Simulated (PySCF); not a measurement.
**BeH⁻: one state, many levels of theory**

State: ¹Σ⁺ (singlet), closed shell. Set-up: PySCF, spin-free X2C with a Gaussian nucleus, basis sets Be aug-cc-pVDZ-DK, H aug-cc-pVDZ-DK. De refers to Be + H⁻ in their ground configurations, without counterpoise correction. A positive dipole points towards H; it is taken about the centre of mass and depends on that origin.

```
      Level  Re (Å)  ωe (cm⁻¹)  De (eV)  μ (D)
    RHF-MP2   1.424       1675      n/a    n/a
RHF-SCS-MP2   1.424       1673      n/a    n/a
   RHF-CCSD   1.431       1625     1.82    n/a
RHF-CCSD(T)   1.433       1617     1.86    n/a
        PBE   1.443       1581     2.17   4.70
       PW91   1.440       1587     2.19   4.67
       BP86   1.443       1580     2.10   4.69
     r²SCAN   1.435       1613     2.18   4.77
       PBE0   1.435       1618     2.18   4.56
       MN15   1.421       1667     2.04   4.52
  CAM-B3LYP   1.426       1651     2.07   4.34
```

The bond length runs from 1.421 Å (MN15) to 1.443 Å (BP86). De spans 1.82 eV (RHF-CCSD, coupled cluster) to 2.19 eV (PW91, GGA).

Correlated steps freeze no core orbitals. Correlated levels converge slowly with the basis: in double zeta they bind strong bonds too weakly, by up to about 1 eV, and carry superposition errors of some tenths. For an ion De counts to the pair picked by the measured ionisation energies or electron affinities, which need not be the lowest pair at this level. The highest Kohn–Sham level is positive in this anion. Much of that is self-interaction error, but it also means that the finite basis helps to hold the extra electron.
